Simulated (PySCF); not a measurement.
methyl (Z)-2,3-difluoroprop-2-enoate (C4H4F2O2), SMILES COC(=O)/C(F)=C/F. Atoms are numbered in the order given.

```xyz
12

C     -0.1677    -2.9460     0.0000
O     -0.6085    -1.5871     0.0000
C      0.3547    -0.6616     0.0000
O      1.5408    -0.8988     0.0000
C     -0.2090     0.7136     0.0000
F     -1.5342     0.8480     0.0000
C      0.6077     1.7764     0.0000
F      0.1488     3.0181     0.0000
H      0.4396    -3.1567     0.8929
H      0.4396    -3.1567    -0.8929
H     -1.0760    -3.5596     0.0000
H      1.6935     1.6702     0.0000
```

Geometry optimised at B3LYP-D3(BJ)/def2-SVP. Other conformers were not sampled.

All values below come from PBE/def2-TZVP (PySCF).

Gas-phase values at a fixed geometry.

**Question.** Estimate the frontier levels, gap, dipole moment. (An estimate is asked for; the answer gives what the named calculation found.)

**Answer.** 
The highest occupied level comes out as -6.55 eV. The lowest empty level is -2.37 eV and the orbital gap comes out as 4.18 eV. The dipole moment is 1.43 D and the quadrupole, principal values (traceless, Buckingham form, about the centre of nuclear charge) is -9.86, -0.11, 9.97 D·Å.
